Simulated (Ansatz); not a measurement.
Ansatz results at the PBE0-D4/def2-TZVP geometry: size of the dipole moment (PBE/def2-TZVPP) 1.46 D; size of the dipole moment (ωB97M-V/def2-TZVPP) 1.77 D; ideal-gas entropy at 298 K and 1 bar (rigid rotor, harmonic PBE0-D4/def2-TZVP) 295 J/(mol·K).

Question: Which molecule gave them?
A. `C[O][GeH][OH]`•
B. `[F][Al][Br]`•
C. `C=CC[Se]`•
D. `F[Si](F)I`•

Answer: B. The others give `C[O][GeH][OH]`•: 1.86, 1.98, 346; `C=CC[Se]`•: 1.38, 1.33, 319; `F[Si](F)I`•: 0.92, 1.06, 326.
